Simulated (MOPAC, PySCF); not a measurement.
[Hf(F)3(Br)], neutral singlet in the gas phase. 

Cartesian coordinates (Å):
```xyz
5

Hf     0.0057    -0.0058    -0.0113
F     -0.5823    -1.3617     1.1972
F     -1.4921     1.0669    -0.5116
F      1.2867     1.0977     0.8752
Br     1.0324    -1.0521    -2.0453
```
Charge 0, multiplicity 1.

All levels are single points at this geometry (PBE-D3(BJ)/def2-SVP); Pople sets use spherical d functions. Orbital energies aren't observables, and empty levels follow the basis.

B3LYP/6-311+G** (LANL2DZ on Br, Hf) in PySCF gives HOMO (eV) = -9.36.

Q: Estimate the HOMO (eV) from each of these levels: B3LYP-D3(BJ)/def2-TZVP in PySCF; PBE-D3(BJ)/def2-TZVP in PySCF; TPSSh-D3(BJ)/def2-TZVP in PySCF; B3LYP/6-31G* (LANL2DZ on Hf) in PySCF; B3LYP/LANL2DZ in PySCF; BP86/6-31G* (LANL2DZ on Hf) in PySCF; M06-2X/6-31G* (LANL2DZ on Hf) in PySCF; PBE/6-31G* (LANL2DZ on Hf) in PySCF; SVWN5/6-31G* (LANL2DZ on Hf) in PySCF; HF/6-31G* (LANL2DZ on Hf) in PySCF; PM6 in MOPAC; PM7 in MOPAC.

A: 
```json
[
 {"level": "B3LYP-D3(BJ)/def2-TZVP in PySCF", "HOMO (eV)": "-9.05"},
 {"level": "PBE-D3(BJ)/def2-TZVP in PySCF", "HOMO (eV)": "-7.99"},
 {"level": "TPSSh-D3(BJ)/def2-TZVP in PySCF", "HOMO (eV)": "-8.61"},
 {"level": "B3LYP/6-31G* (LANL2DZ on Hf) in PySCF", "HOMO (eV)": "-8.99"},
 {"level": "B3LYP/LANL2DZ in PySCF", "HOMO (eV)": "-9.35"},
 {"level": "BP86/6-31G* (LANL2DZ on Hf) in PySCF", "HOMO (eV)": "-8.03"},
 {"level": "M06-2X/6-31G* (LANL2DZ on Hf) in PySCF", "HOMO (eV)": "-10.59"},
 {"level": "PBE/6-31G* (LANL2DZ on Hf) in PySCF", "HOMO (eV)": "-7.93"},
 {"level": "SVWN5/6-31G* (LANL2DZ on Hf) in PySCF", "HOMO (eV)": "-8.11"},
 {"level": "HF/6-31G* (LANL2DZ on Hf) in PySCF", "HOMO (eV)": "-12.35"},
 {"level": "PM6 in MOPAC", "HOMO (eV)": "-11.37"},
 {"level": "PM7 in MOPAC", "HOMO (eV)": "-11.75"}
]
```
